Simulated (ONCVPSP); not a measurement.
## Ga: excitation energies, all-electron against ONCV

| Quantity | Value |
| --- | --- |
| Element | Ga (Z = 31) |
| Generator | ONCVPSP 4.0.1 |
| Type | optimised norm-conserving Vanderbilt (ONCV) |
| Functional | PBE |
| Relativity | scalar-relativistic |
| Frozen core | [Ar] 3d10 |
| Valence charge | 3 |
| Reference configuration | 4s2 4p0.75 (charge +0.25) |
| Partial waves | 4s: rc 1.70 bohr, ncon 4, nbas 9, qcut 3.9 1/bohr, 2 projectors, debl 1.6 Ha; 4p: rc 1.85 bohr, ncon 4, nbas 8, qcut 5.3 1/bohr, 3 projectors, debl 1.1 Ha; d scattering state at 0.1 Ha: rc 1.75 bohr, ncon 3, nbas 6, qcut 5.9 1/bohr, 1 projector |
| Local potential | polynomial inside 1.05 bohr (lpopt 5, dvloc0 0 Ha) |
| Core correction | Teter function, fcfact 5.75, rcfact 1.1 |

Energies are relative to the spin-unpolarised reference configuration 4s2 4p0.75; without spin polarisation the order of configurations can differ from experiment.

| valence configuration | charge | ΔE all-electron (eV) | error AE − PS (meV) |
| --- | --- | --- | --- |
| 4s2 4p0 | +1 | 4.863 | +9.5 |
| 4s1 4p0 | +2 | 25.992 | +21 |

Q: What are ΔE and the potential's error for 4s1 4p2?

A: ΔE = 5.713 eV all-electron; the error (AE − PS) is +2.9 meV.

Q: What are ΔE and the potential's error for 4s2 4p1?

A: ΔE = -0.825 eV all-electron; the error (AE − PS) is +0.7 meV.

Levels in the configuration 4s2 4p0:

```
level  all-electron (eV)  pseudo (eV)
   4s            -16.332      -16.326
```

Note: ghosts flagged at negative energy: p at -79.7 eV, s at -0.79 eV; GHOST(+) flagged for d at 319.6 eV. A true bound ghost makes a file unfit for plane-wave use.
